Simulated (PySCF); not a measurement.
Coordinates in bohr (charge 0 multiplicity 3):
```
Os   -0.9658    0.0000   -0.6612
N    -3.7467    0.0000    0.6307
Br    3.0135    0.0000    1.4948
```

All numbers come from UPBE0 in PySCF with Os def2-SVP with ECP60, N def2-SVP, Br def2-SVP; scalar-relativistic core potentials, no spin–orbit coupling; density-fitted integrals.

This geometry of BrOsN is a stationary point at this level.

Q: What is the point group?

A: Cs.

Q: Is it a minimum?

A: Yes: all harmonic wavenumbers are real.

Q: List the harmonic modes with their infrared intensities.

A: 
| symmetry | ω (cm⁻¹) | IR (km/mol) | type |
| --- | --- | --- | --- |
| a' | 139 | 1.3 | bend |
| a' | 265 | 19.5 | stretch |
| a' | 1196 | 55.4 | stretch |

Q: Give the ideal-gas entropy at 298.15 K and 1 bar by parts.

A: translation 179.3, rotation 110.2, vibration 18.8, spin 9.1; total 317.4 J/(mol K).

This need not be the most stable arrangement of these atoms. Open d and f shells are described by one determinant, and the ground state may have another occupation or spin. Spin–orbit coupling, left out here, can matter for elements this heavy.
